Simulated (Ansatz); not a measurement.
`O[SiH](O)C[SiH](F)F` + H₂S → `O[SiH](O)S` + `C[SiH](F)F`  (ligand exchange at the Si–C bond)

Isolated molecules relaxed with PBE0-D4/def2-TZVP in Ansatz; ΔE leaves out vibrations. CCSD(T)/CBS adds triple-zeta CCSD(T) − MP2 to the extrapolated MP2 energy (def2 sets, frozen cores). This one scheme is used for every species. Functionals use def2-TZVPP. B3LYP here is the variant with VWN-RPA as its local correlation; programs differ in this. One conformer a species, not always the lowest.

(1) Is it downhill or uphill in electronic energy at CCSD(T)/CBS, and by how much? (An estimate is asked.)

(2) What do these levels give: B3LYP-D4, ωB97M-V, PBE, r2SCAN, PBE0, MP2/def2-TZVPP? (An estimate is asked.)

Largest T1 diagnostic among the species: 0.012.

Answers

(1) Computed: Downhill: ΔE = -0.49 eV.

(2) Computed: B3LYP-D4 -0.48, ωB97M-V -0.46, PBE -0.56, r2SCAN -0.53, PBE0 -0.56, MP2/def2-TZVPP -0.50 eV.

The D4 term adds +0.09 eV with B3LYP and +0.05 eV with PBE0; it sums over pairs of atoms, weighted by their polarisabilities, and B3LYP, whose exchange is more repulsive, gets the larger term. In def2-TZVPP, CCSD(T) changes the Hartree–Fock value by +0.14 eV (the triples alone add +0.01 eV) and MP2 by +0.10 eV.
